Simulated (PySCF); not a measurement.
**`InChI=1S/C5H9NO2/c1-8-4-2-3(4)5(6)7/h3-4H,2H2,1H3,(H2,6,7)/t3-,4-/m1/s1`**

Cartesian coordinates in Å; atom numbers follow the order of the lines, from 1:
```xyz
17

C     2.5145    0.3663    0.4277
O     1.8350   -0.7789   -0.0341
C     0.5179   -0.8412    0.3917
C    -0.4332   -1.6840   -0.3719
C    -0.5629   -0.1782   -0.4513
C    -1.6905    0.4684    0.2697
N    -2.1939    1.5737   -0.3391
O    -2.1220    0.0681    1.3302
H     3.5292    0.3005    0.0404
H     2.5419    0.3944    1.5231
H     2.0411    1.2855    0.0643
H     0.3820   -0.7685    1.4693
H    -1.1912   -2.2093    0.1877
H    -0.0643   -2.1942   -1.2470
H    -0.2427    0.2920   -1.3718
H    -1.8886    1.8793   -1.2448
H    -2.9792    2.0381    0.0854
```

Method used: TDDFT wB97X-D/aug-cc-pVDZ circular dichroism and optical rotation, one conformer, gas phase in PySCF 2.14.0. Geometry: GFN2-xTB.

The molecule is flexible and this is one conformer; a measurement averages over conformers.

Stereocentres: C3 R, C5 R.

(1) What is the specific rotation at 633, 589.3, 546, 436, 405, 365, 355 nm?

(2) And for the mirror image at 589.3 nm?

(3) What is the molar rotation [Φ] = [α]·M/100 of the geometry above at 589.3 nm?

Answers

(1) [α] in deg dm⁻¹ (g/mL)⁻¹:
```csv
λ (nm),origin-invariant length gauge,modified velocity gauge,length gauge (centre of mass),isotropic polarisability (au)
633,+52.0,+48.7,+51.9,78.0
589.3,+60.2,+56.3,+60.1,78.3
546,+70.4,+65.8,+70.3,78.6
436,+111.9,+104.0,+111.8,80.1
405,+130.2,+120.6,+130.1,80.8
365,+160.6,+147.9,+160.5,82.0
355,+169.7,+155.9,+169.6,82.3
```

(2) -60.2 deg dm⁻¹ (g/mL)⁻¹ (origin-invariant length gauge): the same size and the opposite sign.

(3) With M = 115.13 g/mol, +69.3 deg cm² dmol⁻¹ (origin-invariant length gauge).

The first excitation lies at 5.87 eV (211 nm) with R = -0.5 × 10⁻⁴⁰ esu² cm² (velocity form).
